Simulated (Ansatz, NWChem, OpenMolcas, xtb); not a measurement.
AgI (SMILES [Ag][I]): the HOMO–LUMO gap, rung by rung

AgI has 2 atoms, charge 0, and is taken as a singlet. As SMILES, `[Ag][I]`. Geometry: the measured bond length.

```xyz
2

Ag    0.0000    0.0000    0.0000
I     0.0000    0.0000    2.5446
```

Quantity: the HOMO–LUMO gap, in eV. The values are calculated.

```
                              level                    kind     program  value (eV)
                           GFN2-xTB          semi-empirical         xtb        4.35
    HF/def2-TZVPPD (core potential)            Hartree–Fock  OpenMolcas        8.44
 SVWN5/def2-TZVPPD (core potential)                     LDA  OpenMolcas        1.91
  BLYP/def2-TZVPPD (core potential)                     GGA      Ansatz        1.82
  TPSS/def2-TZVPPD (core potential)                meta-GGA      NWChem        2.17
 B3LYP/def2-TZVPPD (core potential)           global hybrid      NWChem        3.23
 wB97X/def2-TZVPPD (core potential)  range-separated hybrid      NWChem        7.76
B2PLYP/def2-TZVPPD (core potential)           double hybrid  OpenMolcas        5.44
```

The values span 1.82 to 8.44 eV. Orbital gaps aren't excitation energies, and those of double hybrids come from the SCF part alone; they tend to grow with the share of exact exchange.
